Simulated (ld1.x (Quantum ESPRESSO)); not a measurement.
Ranking ultrasoft potentials for Sc

All share these settings but for the change named:

scandium (Sc), ultrasoft, made with ld1.x (Quantum ESPRESSO) 7.5 (LDA (PZ), scalar-relativistic). Core [Ar], reference 3d1 4s2 4p0. Waves: 4s (bound): rcut 3.10, rcutus 3.30 bohr; 4s channel at 0.4 Ry: rcut 3.10, rcutus 3.30 bohr; 4p (bound, empty): rcut 3.05, rcutus 3.80 bohr; 4p channel at 0.95 Ry: rcut 3.05, rcutus 3.80 bohr; 3d (bound): rcut 2.50, rcutus 2.90 bohr; 3d channel at 0.15 Ry: rcut 2.50, rcutus 2.90 bohr. Local part: all-electron potential smoothed inside 2.60 bohr (lloc = -2). Core correction: a·sin(br)/r model core inside 2.70 bohr. Augmentation charge: PSQ, inside the norm-conserving radii.

Cutoff: the first of the cutoffs (Ry, on a coarse ladder) from which the occupation-weighted sum of valence levels, in a spherical-Bessel basis at the reference potential, stays within 10 and 1 mRy of its value at 400 Ry; the density cutoff is not measured.

The base gives 8 Ry.

Of 8 variants that were run, those that failed, showed a ghost or another fault, or gave nearly equal values are left out.

A variant can come out equal or close to the base.

Q: Rank these variants from softest to hardest (loose cutoff).
A. waves 3d (bound): rcut 2.36, rcutus 2.50 bohr; 3d channel at 0.15 Ry: rcut 2.36, rcutus 2.50 bohr
B. all radii but the core radius scaled by about 1.14 (s 3.74, p 4.32, d 3.30 bohr, rcut 3.52/3.46/2.84); local potential all-electron potential smoothed inside 2.96 bohr (lloc = -2)
C. type RRKJ; waves now 4p (bound): rc 3.80 bohr; 3d (bound): rc 2.90 bohr; 4s (bound): rc 3.30 bohr; local potential the s channel; rho0 0.001
D. local potential all-electron potential smoothed inside 4.40 bohr (lloc = -2)

A: B (6 Ry), D (8 Ry), A (12 Ry), C (18 Ry).
